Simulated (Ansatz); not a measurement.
Consider the redistribution: `[O]=[W]([F])(=[S])[Cl]` + `[OH][InH][Cl]` → `[O]=[W]([OH])([F])=[S]` + `[Cl][InH][Cl]`.

Program: Ansatz. Geometries: PBE0-D4/def2-TZVP. ΔE: electronic, gas phase. CBS: MP2 limit from def2 TZ/QZ plus the TZ coupled-cluster correction, frozen cores. Functionals use def2-TZVPP. B3LYP here is the variant with VWN-RPA as its local correlation; programs differ in this. Elements past krypton have def2 core potentials. For In, W outer-core shells are correlated without core-valence functions, which leaves a few kJ/mol of doubt a bond. One conformer a species, not always the lowest.

Q: Is it downhill or uphill in electronic energy at CCSD(T)/CBS, and by how much? (Estimate.)

A: Computed: Downhill: ΔE = -58.5 kJ/mol.

Q: What do these levels give: LDA (SPW92), B3LYP-D4, r2SCANh-D4, ωB97X-V, SCS-MP2/def2-TZVPP, MP2/def2-QZVPP? (Estimate.)

A: The calculation gave: LDA (SPW92) -62.0, B3LYP-D4 -65.4, r2SCANh-D4 -67.1, ωB97X-V -71.4, SCS-MP2/def2-TZVPP -51.1, MP2/def2-QZVPP -43.7 kJ/mol.

Q: What do rigid-rotor, harmonic-oscillator terms from PBE0-D4/def2-TZVP frequencies (298.15 K, 1 bar) make of the CCSD(T)/CBS value? (An estimate is asked.)

A: Computed: ΔZPE = -0.5 kJ/mol, ΔH = -59.2 kJ/mol, ΔS = -6 J/(mol·K), ΔG = -57.4 kJ/mol.

Largest T1 diagnostic among the species: 0.023, so the coupled-cluster value is less sure than usual.

From r2SCAN to r2SCAN0 (25 % exact exchange), in def2-TZVPP and without D4, ΔE moves by −6.3 kJ/mol. In def2-TZVPP, CCSD(T) changes the Hartree–Fock value by +30.8 kJ/mol (the triples alone add +6.4 kJ/mol) and MP2 by +45.9 kJ/mol.
